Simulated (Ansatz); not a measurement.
One change: `CS[SiH2][SiH2]S` becomes `C=C[SiH2][SiH2]S`.

Ansatz, PBE0-D4/def2-TZVP geometries, multiplicity 1. Each molecule was computed in one conformer, which needn't be the lowest.

```
                                          property  `CS[SiH2][SiH2]S`
                LUMO energy (PBE0/def2-TZVPP) / eV              -0.72
              HOMO–LUMO gap (PBE0/def2-TZVPP) / eV               6.41
               HOMO energy (B3LYP/def2-TZVPP) / eV              -6.89
  size of the dipole moment (B3LYP/def2-TZVPP) / D               1.79
size of the dipole moment (ωB97M-V/def2-TZVPP) / D               1.75
    size of the dipole moment (PBE/def2-TZVPP) / D               1.78
```

**Question.** What does the change do to each property? (An estimate is asked.)

**Answer.** Computed: 
```tsv
property	`C=C[SiH2][SiH2]S`	shift
LUMO energy (PBE0/def2-TZVPP) / eV	-0.90	-0.18
HOMO–LUMO gap (PBE0/def2-TZVPP) / eV	6.27	-0.14
HOMO energy (B3LYP/def2-TZVPP) / eV	-6.95	-0.06
size of the dipole moment (B3LYP/def2-TZVPP) / D	1.58	-0.21
size of the dipole moment (ωB97M-V/def2-TZVPP) / D	1.61	-0.14
size of the dipole moment (PBE/def2-TZVPP) / D	1.55	-0.23
```

Dipoles are sizes alone; their direction can turn.

B3LYP here is the variant with VWN-RPA as its local correlation; programs differ in this.
